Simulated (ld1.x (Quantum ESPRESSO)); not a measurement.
Results of a calculation; reference values are marked as such.
**Hardness and transferability of assorted potentials**

Generated with ld1.x 7.5 (TM, RRKJ, ultrasoft, PAW), atompaw 4.2 or ONCVPSP 4.0.1. The cutoff is in Ry: for ld1.x and atompaw files where the sum of valence levels is converged to 10 mRy in a Bessel basis, for ONCV files where the hardest occupied wave has 1 mHa per electron of residual kinetic energy. The error is the largest all-electron minus pseudo excitation energy over each file’s own four to seven test configurations (ionisations up to +4, promotions, holes and added fractions of an electron), all of which were solved. The labels leave out finer settings (local radius, basis sizes, second energies), which also bear on the numbers. Spin-polarised tests are not counted. The rows are a selection from randomly drawn settings: files with unsolved tests, undetermined cutoffs or missed reference levels are left out.

A true bound ghost makes a file unfit for plane-wave use even where its test errors are small: the radial tests pick states by their node count and pass the ghost by.

```csv
element,potential,cutoff (Ry),largest error (meV),bound ghosts
N,"TM, PBEsol, non-relativistic, rc 0.70/2.25/2.35 (spd), local s, core correction yes, reference 2s2 2p2.5",140,+426,none
K,"TM semilocal, LDA (PZ), scalar-relativistic, rc 1.60/2.25/4.20 (spd), local p, core correction no, reference 3s2 3p6 3d1 4s0 4p0",35,+338,none
Gd,"TM semilocal, PBEsol, scalar-relativistic, rc 3.50/3.80/3.55/1.30 (spdf), local f, core correction yes, reference 4f7 5d1 6s1.75 6p0.25",230,-2584,none
Au,"TM, LDA (PZ), scalar-relativistic, rc 2.45/2.65/1.50 (spd), local s, core correction no, reference 5d10 6s0.5 6p0.5",45,-224,none
Bi,"TM semilocal, LDA (PZ), scalar-relativistic, rc 1.60/2.55/2.05 (spd), local d, core correction no, reference 5d10 6s2 6p3",55,-90,none
```

(1) Fill in the row for Sn: TM, LDA (PZ), scalar-relativistic, rc 1.65/2.55/2.00 (spd), local s, core correction yes, reference 5s2 5p1.5.

(2) Fill in the row for Bi: TM, LDA (PZ), scalar-relativistic, rc 1.45/2.45/2.05 (spd), local s, core correction no, reference 5d10 6s2 6p3.

## Answers

(1) cutoff 30 Ry, largest error -291 meV, bound ghosts: d.

(2) cutoff 70 Ry, largest error -68 meV, bound ghosts: none.
